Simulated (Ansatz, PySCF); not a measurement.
Breaking a bond: BeH (cation, charge +1), singlet.

Methods: RCCSD = CCSD on RHF/cc-pVQZ, frozen core (Ansatz, an electronic-structure program); FCI = full CI/cc-pVQZ, frozen core in Ansatz; RKS-B3LYP/LANL2DZ = restricted B3LYP/LANL2DZ (PySCF).

Total energies in hartree (comparable only within one method and basis):

| R / Å | RCCSD | FCI | RKS-B3LYP/LANL2DZ |
|---|---|---|---|
| 1.08 | -14.86966 | -14.86966 | -14.91776 |
| 1.14 | -14.88162 | -14.88162 | -14.93067 |
| 1.21 | -14.88978 | -14.88978 | -14.93992 |
| 1.24 | -14.89176 | -14.89176 | -14.94235 |
| 1.31 | -14.89362 | -14.89362 | -14.94521 |
| 1.33 | -14.89356 | -14.89356 | -14.94541 |
| 1.38 | -14.89247 | -14.89247 | -14.94493 |
| 1.43 | -14.89027 | -14.89027 | -14.94327 |
| 1.44 | -14.88972 | -14.88972 | -14.94282 |
| 1.52 | -14.88427 | -14.88427 | -14.93804 |
| 1.66 | -14.87181 | -14.87181 | -14.92618 |
| 1.77 | -14.86089 | -14.86089 | -14.91519 |
| 2.00 | -14.83849 | -14.83849 | -14.89116 |
| 2.19 | -14.82252 | -14.82252 | -14.87243 |
| 2.42 | -14.80730 | -14.80730 | -14.85258 |
| 2.67 | -14.79564 | -14.79564 | -14.83495 |
| 2.87 | -14.78934 | -14.78934 | -14.82364 |
| 3.27 | -14.78226 | -14.78226 | -14.80729 |
| 3.62 | -14.77956 | -14.77956 | -14.79827 |
| 4.06 | -14.77820 | -14.77820 | -14.79166 |
| 4.72 | -14.77760 | -14.77760 | -14.78750 |
| 5.31 | -14.77744 | -14.77744 | -14.78663 |

With two correlated electrons CCSD is exact in the basis where it finds the lowest root (RCCSD). The restricted form behind RKS-B3LYP/LANL2DZ keeps the bonding electrons paired and can't separate into open-shell fragments.
